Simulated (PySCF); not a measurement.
Sn(Me)(NH2)3 (CH9N3Sn), SMILES [CH3][Sn]([NH2])([NH2])[NH2]. Atoms are numbered in the order given.

```xyz
14

C      1.9825    -0.6419     0.6009
Sn     0.0048    -0.0023     0.0021
N     -1.0426     0.4588     1.7147
N     -0.2201     1.7130    -1.0961
N     -0.7414    -1.4243    -1.2881
H      2.2111    -1.6163     0.1463
H      2.7219     0.0964     0.2595
H      2.0328    -0.7200     1.6963
H     -2.0209     0.6840     1.5298
H     -1.0307    -0.2893     2.4090
H      0.1251     2.5400    -0.6085
H      0.2545     1.6664    -1.9980
H     -0.6875    -2.3736    -0.9170
H     -1.7152    -1.2541    -1.5423
```
Charge 0, spin multiplicity 1.

Geometry optimised at B3LYP-D3(BJ)/def2-SVP. The def2 effective core potentials stand for the cores of Sn; spin–orbit coupling is left out. One conformer was computed; it need not be the lowest.

Calculation: r2SCAN/def2-TZVP (PySCF).

ESP charges are fitted to the potential on shells at 1.4 to 2.0 van der Waals radii. Atomic charges (e):

| atom | ESP fit | Mulliken | Löwdin |
|---|---|---|---|
| C1 | -0.79 | -0.61 | … |
| Sn2 | 1.08 | 1.15 | … |
| N3 | -0.92 | -0.78 | -0.43 |
| N4 | -0.90 | -0.78 | -0.42 |
| N5 | -0.95 | -0.78 | -0.43 |
| H6 | 0.21 | 0.14 | 0.12 |
| H7 | 0.18 | 0.14 | 0.12 |
| H8 | 0.21 | 0.13 | 0.12 |
| H9 | 0.31 | 0.24 | … |
| H10 | 0.30 | 0.23 | … |
| H11 | 0.32 | 0.23 | … |
| H12 | 0.32 | 0.23 | … |
| H13 | 0.31 | 0.23 | … |
| H14 | 0.33 | 0.24 | … |

Problem. Some entries are withheld; supply them. (The exact figures need the calculation; the answer reports its results.)

Solution. 
- C1, Löwdin: -0.51
- Sn2, Löwdin: 0.57
- H9, Löwdin: 0.14
- H10, Löwdin: 0.14
- H11, Löwdin: 0.15
- H12, Löwdin: 0.15
- H13, Löwdin: 0.14
- H14, Löwdin: 0.14
